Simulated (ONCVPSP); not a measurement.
## gold: ONCV pseudisation with PBE, fully relativistic reference atom.

ONCVPSP 4.0.1 input, shortened (lines: element, Z, core and valence counts, functional; n l f; lmax; l rc ep ncon nbas qcut; lloc lpopt rc5 dvloc0; l nproj debl; icmod fcfact rcfact), PBE, fully relativistic:

```
  Au 79.00   10    4        4      upf
    1    0    2.00
    2    0    2.00
    2    1    6.00
    3    0    2.00
    3    1    6.00
    3    2   10.00
    4    0    2.00
    4    1    6.00
    4    2   10.00
    4    3   14.00
    5    0    2.00
    5    1    6.00
    5    2   10.00
    6    0    1.00
    2
    0    1.65    0.00    5    9    6.40
    1    1.55    0.00    3    7    9.10
    2    2.30    0.00    4    9    5.60
    4    5    1.35    3.00
    0    2    3.70
    1    2    3.90
    2    2    1.70
    2    0.25    1.05
```

Open shells are filled in proportion to 2j + 1.

* Cutoffs needed: 26 Ha and 72 Ha (the cutoffs (Ha) at which the residual kinetic energy of the hardest occupied pseudo-wave falls to 1 and 0.1 mHa per electron)
* Ghost test: no bound ghost flagged; GHOST(+) flagged for d5/2 at 66.8 eV
* Largest excitation error: +69 meV (all-electron minus pseudo) for 5s2 5p6 5d8 6s0, out of 4 test configurations
* rms error of d²Exc/dni dnj: 10.02 mHa without and 3.16 mHa with the model core
